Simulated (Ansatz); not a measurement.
Ideal-gas functions of Cl2FHNNb (`[NH]=[Nb]([F])([Cl])[Cl]`) at 600 K and 1 bar, from an Ansatz frequency run at PBE0-D4/def2-TZVP.

Molar mass 197.83 g/mol, point group Cs (symmetry number 1), electronic degeneracy 1, moments of inertia 217.152, 324.885, 399.588 u Å². Harmonic wavenumbers (cm⁻¹, unscaled): 106, 146, 156, 212, 248, 413, 443, 517, 564, 700, 1046, 3642.

Use S(trans) = R[1.5 ln M + 2.5 ln T − 1.1517]; rotational temperatures θ = 24.2544 K / I; S(rot) = R[ln(√π/σ · √(T³/θAθBθC)) + 1.5]; for each mode x = 1.438777 ν̃/T, S = R[x/(eˣ − 1) − ln(1 − e⁻ˣ)] and H = RT x/(eˣ − 1); 1 cm⁻¹ = 0.0119627 kJ/mol; R = 8.31446 J/(mol·K).

**Question.** By hand: the entropy, in J/(mol·K).

**Answer.** Translation 189.3. Rotation: θ = 0.1117, 0.0747, 0.0607 K, giving 128.6. Vibration, mode by mode: 19.73, 17.08, 16.54, 14.03, 12.76, 8.73, 8.19, 7.04, 6.41, 4.92, 2.55, 0.01, in all 118.0. Electronic 0.0. Sum 435.9 J/(mol·K).

**Question.** By hand: H − E and G − E in kJ/mol, counted from the electronic energy.

**Answer.** Zero-point energy ½ × 8193 × 0.0119627 = 49.0; thermal vibration 33.8; translation, rotation and pV give 4 RT = 20.0. H − E = 102.8 kJ/mol, and G − E = 102.8 − 600 × 435.9/1000 = -158.7 kJ/mol.

Vibration gives 27 % of the entropy, 36.8 J/(mol·K) of it from the modes under 150 cm⁻¹: soft modes count most, and the harmonic formula is weakest for them. The sum counts one conformer and one mirror image; others add a mixing term.
